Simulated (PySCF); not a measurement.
# Computed records: FH$_{2}$Si

All values are calculated (PySCF 2.14.0). Calculation on a computer-drawn molecule: vertical ionisation energy to the stated ion spin, frozen-core CCSD(T) at the basis limit and cheaper methods, single-reference cases, UHF for radicals, no spin-orbit; all values are single points at the evaluated structure, the first of each entry, which is the reference or a displaced copy of it and isn't optimised; the reference structure only sets the zero of the energies above reference; triples share is (T) over the correlation energy.

### FH$_{2}$Si

Evaluated structure:
```xyz
4
FH2Si
F     -2.4636     0.6445     1.4891
Si    -2.6868     0.3542     3.0712
H     -1.5080    -0.1403     3.7148
H     -3.7685    -0.4691     3.2335
```

Reference structure:
```xyz
4
FH2Si
F     -2.3769     0.6420     1.5055
Si    -2.7052     0.4107     3.0751
H     -1.4815    -0.1055     3.7244
H     -3.8160    -0.5604     3.1690
```

| Quantity | Value |
| --- | --- |
| charge | 0 |
| multiplicity | 2 |
| ion multiplicity | 1 |
| diffuse functions | no |
| basis | cc-pV(n+d)Z |
| reference is | the Hartree-Fock double-zeta minimum |
| best is | HF at quadruple zeta + MP2 correlation extrapolated from triple and quadruple zeta + CCSD(T) minus MP2 at triple zeta |
| basis step is | the size of the change from the same recipe one zeta lower |

Drawn bonds:
```csv
atom,other atom,order
1,2,1
2,3,1
2,4,1
```

Q: What spin squared at triple zeta does the calculation give for FH$_{2}$Si?
A: 0.7535

Q: Estimate the ionisation energy basis step of FH$_{2}$Si.
A: 0.05453 eV

Q: Estimate the total energy best of FH$_{2}$Si.
A: -390.0527 hartree

Further results for FH$_{2}$Si:

| Quantity | Value |
| --- | --- |
| ionisation energy best | 8.859 eV |
| energy above reference best | 4.168 kcal/mol |
| energy above reference basis step | 0.09703 kcal/mol |
| total energy HF triple zeta | -389.5976 hartree |
| total energy CCSD(T) triple zeta | -389.9831 hartree |
| T1 diagnostic at triple zeta | 0.01394 |
| D1 diagnostic at triple zeta | 0.03974 |
| ion T1 diagnostic at triple zeta | 0.01736 |
| ion D1 diagnostic at triple zeta | 0.05031 |
| triples share at triple zeta | 0.02702 |
| basis functions triple zeta | 97 |
| dipole magnitude HF at triple zeta | 1.517 debye |
| dipole magnitude CCSD unrelaxed at triple zeta | 1.288 debye |
| dipole magnitude PBE at triple zeta | 1.142 debye |
| dipole magnitude r2SCAN at triple zeta | 1.202 debye |
| dipole magnitude B3LYP at triple zeta | 1.272 debye |
| dipole magnitude wB97X at triple zeta | 1.304 debye |

Triple zeta:
```csv
method,ionisation energy (eV),energy above reference (kcal/mol)
HF,8.632,4.013
PBE,8.797,5.155
r2SCAN,8.992,4.497
B3LYP,8.906,4.366
wB97X,8.801,4.457
MP2,8.715,3.87
CCSD,8.786,4.12
CCSD(T),8.771,4.193
```
